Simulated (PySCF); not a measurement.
Chlorine: a sound run and one with changed settings

Sound run: Cl²⁺ [Ne] 3s2 3p3, Cl³⁺ [Ne] 3s2 3p2. All numbers are calculated (PySCF 2.14, the non-relativistic Hamiltonian (point nucleus), in def2-SVP (4s3p1d, 18 functions)). The sound run starts from symmetry-adapted Hartree-Fock orbitals and uses a fine grid where one is needed.

Changed run: 14 angular points. This setting is unsound on purpose.

```csv
species,method,sound run (hartree),changed run (hartree),converged
Cl²⁺,UHF,-458.05079,-458.05079,yes
Cl²⁺,M06-L,-458.62735,-458.62735,yes
Cl²⁺,B3LYP,-458.64430,-458.64430,yes
Cl³⁺,UHF,-456.62025,-456.62025,yes
Cl³⁺,M06-L,-457.16667,-457.16682,yes
Cl³⁺,B3LYP,-457.19158,-457.19196,yes
```

Ionisation energy of Cl²⁺:

| method | sound run (eV) | changed run (eV) |
| --- | --- | --- |
| UHF | 38.927 | 38.927 |
| M06-L | 39.747 | 39.743 |
| B3LYP | 39.531 | 39.520 |

A coarse angular grid integrates products of high-l functions wrongly, so density functionals can shift, and the SCF can exploit the error; Hartree-Fock and MP2 need no grid.

For comparison, NIST gives 39.8 ± 0.11 eV between the lowest levels.
